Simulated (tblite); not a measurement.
Species: C5H9F2 (doublet state).
SMILES: `CC(C)(C)[C](F)F`

Level: GFN2-xTB in tblite, geometry and Hessian alike; calculated harmonic values, unscaled, isolated species. Against measured fundamentals such values can be off by several per cent, at times by over 20. Open shells enter through the occupations alone, without spin polarisation, and single modes of such species can be off by tens of per cent.

Harmonic wavenumbers (cm⁻¹): 53.1, 171.1, 180.9, 195.9, 230.0, 237.9, 317.7, 326.7, 368.4, 475.2, 475.7, 536.7, 750.1, 879.3, 954.6, 967.7, 970.5, 1029.7, 1035.3, 1142.0, 1153.2, 1206.7, 1245.2, 1298.3, 1392.0, 1406.2, 1425.0, 1476.7, 1484.8, 1488.2, 1492.6, 1496.9, 1505.6, 3030.0, 3037.5, 3042.0, 3042.7, 3043.9, 3045.7, 3046.7, 3050.7, 3051.9.

A = 3246, B = 2262, C = 1878 MHz; mass 107.067 u (most abundant isotopes); point group Cs, symmetry number 1; spin multiplicity 2.

Question: What is the zero-point energy?

Answer: ½Σν̃ = 28380 cm⁻¹ = 81.14 kcal/mol.

Question: Give the ideal-gas entropy at 298.15 K and 1 bar in the rigid-rotor, harmonic-oscillator model (classical rotation).

Answer: Translation 39.95, rotation 27.55, vibration 22.23, spin (R ln 2) 1.38: S = 91.1 cal/(mol K).

Question: And Cp and H(298.15 K) − H(0)?

Answer: Cp = 32.66 cal/(mol K), of which vibrations give 24.71 (their classical limit is 42 R = 83.5); H(298.15 K) − H(0) = 6.08 kcal/mol without the zero-point energy, 3.71 from vibrations.

Question: What must be added to the electronic energy to get the Gibbs energy at 298.15 K and 1 bar?

Answer: ZPE + [H(298.15 K) − H(0)] − T·S = 81.14 + 6.08 − 27.16 = 60.06 kcal/mol.

Question: Which modes carry the vibrational entropy at 298.15 K?

Answer: 53.1 cm⁻¹: 4.70; 171.1 cm⁻¹: 2.42; 180.9 cm⁻¹: 2.32; 195.9 cm⁻¹: 2.17; 230.0 cm⁻¹: 1.88; 237.9 cm⁻¹: 1.82 cal/(mol K); the other 36 give 6.92 together.

Hindered rotation and anharmonicity are outside this model.

Conformer computed: `[CH3:1][C:2]([CH3:3])([CH3:4])[C:5]([F:6])[F:7]`: C1–C2–C5–F6 52°.
